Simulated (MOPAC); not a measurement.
Job for MOPAC: PM3 on GaH3O2 (SMILES [OH][GaH][OH]), a point of a bond scan (R = 2.707 Å).

```
PM3 1SCF PRECISE CHARGE=0 THREADS=1
GaH3O2

Ga    -0.24404156 1    -0.17751198 1    -0.15122784 1
H     -2.18687231 1    -1.64537789 1    -1.33400575 1
O      0.02041342 1     1.53779605 1    -0.57659188 1
H      0.74228075 1     1.94032686 1    -0.08185129 1
O      0.90232372 1    -0.75596542 1     1.10558427 1
H      0.79534111 1    -1.67580809 1     1.36507609 1
```

The log:

```
*******************************************************************************
 **                                                                           **
 **                              MOPAC v23.2.5                                **
 **                                                                           **
 *******************************************************************************
 ** MOPAC's Digital Object Identifier: https://doi.org/10.5281/zenodo.6511958 **
 **                                                                           **
 ** Please cite the open-source release paper for use of this MOPAC version:  **
 ** J. E. Moussa and J. J. P. Stewart (2026)                                  **
 ** MOPAC: An open-source semiempirical molecular orbital program             **
 ** J. Open Source Softw., 11(119), 8025, https://doi.org/10.21105/joss.08025 **
 *******************************************************************************

                              PM3 CALCULATION RESULTS

 *******************************************************************************
 *  PM3        - The PM3 Hamiltonian to be used
 *
 *
 *
 *                 CHARGE ON SYSTEM = 0
 *
 *
 *
 *  PRECISE    - TIGHTER CRITERIA TO BE USED
 *  1SCF       - DO 1 SCF AND THEN STOP
 *  THREADS=1  - MULTI-THREADING NOT USED
 *  T=         - A TIME OF 172800.0 SECONDS REQUESTED
 *  DUMP=N     - RESTART FILE WRITTEN EVERY 7200.0 SECONDS REQUESTED
 *******************************************************************************
PM3 1SCF PRECISE CHARGE=0 THREADS=1
 GaH3O2

   ATOM   CHEMICAL          X               Y               Z
  NUMBER   SYMBOL      (ANGSTROMS)     (ANGSTROMS)     (ANGSTROMS)

     1      Ga         -0.24404156  *  -0.17751198  *  -0.15122784  *
     2       H         -2.18687231  *  -1.64537789  *  -1.33400575  *
     3       O          0.02041342  *   1.53779605  *  -0.57659188  *
     4       H          0.74228075  *   1.94032686  *  -0.08185129  *
     5       O          0.90232372  *  -0.75596542  *   1.10558427  *
     6       H          0.79534111  *  -1.67580809  *   1.36507609  *



          CARTESIAN COORDINATES

    NO.       ATOM           X           Y           Z

     1        Ga         -0.2440     -0.1775     -0.1512
     2         H         -2.1869     -1.6454     -1.3340
     3         O          0.0204      1.5378     -0.5766
     4         H          0.7423      1.9403     -0.0819
     5         O          0.9023     -0.7560      1.1056
     6         H          0.7953     -1.6758      1.3651

  H: (PM3): J. J. P. STEWART, J. COMP. CHEM. 10, 209 (1989).
  O: (PM3): J. J. P. STEWART, J. COMP. CHEM. 10, 209 (1989).
 Ga: (PM3): J. J. P. STEWART, J. COMP. CHEM. 12, 320-341 (1991).

           Empirical Formula: H3 O2 Ga  =     6 atoms



      MOLECULAR POINT GROUP   :   Cs


      RHF CALCULATION, NO. OF DOUBLY OCCUPIED LEVELS = 9


 -------------------------------------------------------------------------------
 PM3 1SCF PRECISE CHARGE=0 THREADS=1
 GaH3O2



     1SCF WAS SPECIFIED, SO BFGS WAS NOT USED
     SCF FIELD WAS ACHIEVED


                              PM3 CALCULATION
                                                       MOPAC v23.2.5 Linux




          FINAL HEAT OF FORMATION =          8.80351 KCAL/MOL =      36.83390 KJ/MOL


          COSMO AREA              =         98.95 SQUARE ANGSTROMS
          COSMO VOLUME            =         77.25 CUBIC ANGSTROMS

          IONIZATION POTENTIAL    =          9.498614 EV
          HOMO LUMO ENERGIES (EV) =         -9.499 -2.542
          NO. OF FILLED LEVELS    =          9
          MOLECULAR WEIGHT        =        104.7575         POINT GROUP:  Cs

          MOLECULAR DIMENSIONS (Angstroms)

            Atom       Atom       Distance
            H     4    H     2     4.79636
            H     6    O     3     3.56018
            O     3    H     4     0.00000


          SCF CALCULATIONS        =          1





   ATOM   CHEMICAL          X               Y               Z
  NUMBER   SYMBOL      (ANGSTROMS)     (ANGSTROMS)     (ANGSTROMS)

     1      Ga         -0.24404156  *  -0.17751198  *  -0.15122784  *
     2       H         -2.18687231  *  -1.64537789  *  -1.33400575  *
     3       O          0.02041342  *   1.53779605  *  -0.57659188  *
     4       H          0.74228075  *   1.94032686  *  -0.08185129  *
     5       O          0.90232372  *  -0.75596542  *   1.10558427  *
     6       H          0.79534111  *  -1.67580809  *   1.36507609  *

                             CARTESIAN COORDINATES

   1   Ga       -0.244041560    -0.177511980    -0.151227840
   2    H       -2.186872310    -1.645377890    -1.334005750
   3    O        0.020413420     1.537796050    -0.576591880
   4    H        0.742280750     1.940326860    -0.081851290
   5    O        0.902323720    -0.755965420     1.105584270
   6    H        0.795341110    -1.675808090     1.365076090


           Empirical Formula: H3 O2 Ga  =     6 atoms



      MOLECULAR POINT GROUP   :   Cs


                  EIGENVALUES
 -35.65539 -34.77606 -17.35679 -16.11233 -14.66834 -12.70917 -11.87793 -11.48474
  -9.49861  -2.54202  -1.95153  -1.38680  -0.72511   4.76271   4.97731


              NET ATOMIC CHARGES AND DIPOLE CONTRIBUTIONS

  ATOM NO.   TYPE          CHARGE      No. of ELECS.   s-Pop       p-Pop
    1         Ga           0.789940        2.2101     1.20227     1.00779
    2          H          -0.038230        1.0382     1.03823
    3          O          -0.547321        6.5473     1.80266     4.74466
    4          H           0.204916        0.7951     0.79508
    5          O          -0.613973        6.6140     1.80930     4.80467
    6          H           0.204669        0.7953     0.79533
 DIPOLE           X         Y         Z       TOTAL
 POINT-CHG.    -1.727    -1.922    -0.812     2.709
 HYBRID         1.095     0.301     0.870     1.431
 SUM           -0.631    -1.621     0.058     1.741


          ATOMIC ORBITAL ELECTRON POPULATIONS

     Atom    s        px        py        pz
    1 Ga   1.20227   0.43889   0.28217   0.28673
    2  H   1.03823
    3  O   1.80266   1.55106   1.51486   1.67875
    4  H   0.79508
    5  O   1.80930   1.75361   1.33250   1.71856
    6  H   0.79533

 **********************
 *                    *
 * JOB ENDED NORMALLY *
 *                    *
 **********************




 == MOPAC DONE ==
```

The run finished.

Cost: roughly 0.03 core-seconds.
